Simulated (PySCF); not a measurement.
**Correlation energy of Ca (calcium, neutral)**

[Ar] 3d2, high-spin 3F determinant (an excited configuration). All numbers are calculated (PySCF 2.14, scalar relativity by spin-free X2C-1e, in x2c-TZVPPall with one added diffuse shell each of s, p, d type (7s6p4d, 45 functions)). Frozen: [Ne]; 10 electrons correlated.

```
  level  correlation energy (mhartree)
   CCSD                        -192.89
    (T)                          -4.08
CCSD(T)                        -196.97
```

Diagnostics: T1 = 0.018, D1 = 0.0560, largest double amplitude 0.140.

Cost of the coupled-cluster step: about 2.6 core-seconds, for 10 correlated electrons.

Iterations:

```
CC2 = 0
CCSD nocc = (np.int64(6), np.int64(4)), nmo = (40, 40)
frozen orbitals [[0, 1, 2, 3, 4], [0, 1, 2, 3, 4]]
max_cycle = 100
direct = 0
conv_tol = 1e-08
conv_tol_normt = 1e-06
diis_space = 8
diis_start_cycle = 0
Init t2, MP2 energy = -0.173553261862477
Init E_corr(UCCSD) = -0.173553261867188
cycle = 1  E_corr(UCCSD) = -0.188349789865454  dE = -0.014796528  norm(t1,t2) = 0.048096
cycle = 2  E_corr(UCCSD) = -0.191151632925364  dE = -0.00280184306  norm(t1,t2) = 0.0269364
cycle = 3  E_corr(UCCSD) = -0.1932575367869  dE = -0.00210590386  norm(t1,t2) = 0.0179441
cycle = 4  E_corr(UCCSD) = -0.192904390966195  dE = 0.000353145821  norm(t1,t2) = 0.00550935
cycle = 5  E_corr(UCCSD) = -0.192850193487481  dE = 5.41974787e-05  norm(t1,t2) = 0.00173525
cycle = 6  E_corr(UCCSD) = -0.192891999258089  dE = -4.18057706e-05  norm(t1,t2) = 0.000383739
cycle = 7  E_corr(UCCSD) = -0.192886343224665  dE = 5.65603342e-06  norm(t1,t2) = 7.20976e-05
cycle = 8  E_corr(UCCSD) = -0.192886271410524  dE = 7.18141415e-08  norm(t1,t2) = 1.14014e-05
cycle = 9  E_corr(UCCSD) = -0.19288639645373  dE = -1.25043206e-07  norm(t1,t2) = 3.4288e-06
cycle = 10  E_corr(UCCSD) = -0.192886345415323  dE = 5.10384074e-08  norm(t1,t2) = 8.51309e-07
cycle = 11  E_corr(UCCSD) = -0.1928863708293  dE = -2.54139772e-08  norm(t1,t2) = 1.16904e-06
cycle = 12  E_corr(UCCSD) = -0.192886356577578  dE = 1.42517227e-08  norm(t1,t2) = 8.93868e-07
cycle = 13  E_corr(UCCSD) = -0.192886340218556  dE = 1.63590215e-08  norm(t1,t2) = 2.1493e-07
cycle = 14  E_corr(UCCSD) = -0.192886337803896  dE = 2.41466017e-09  norm(t1,t2) = 6.16964e-08
UCCSD converged
E(UCCSD) = -679.6046865205931  E_corr = -0.1928863378038959
UCCSD(T) correction = -0.00408478551578586
```

This basis was not built for core-valence correlation, so the inner-shell part is incomplete.
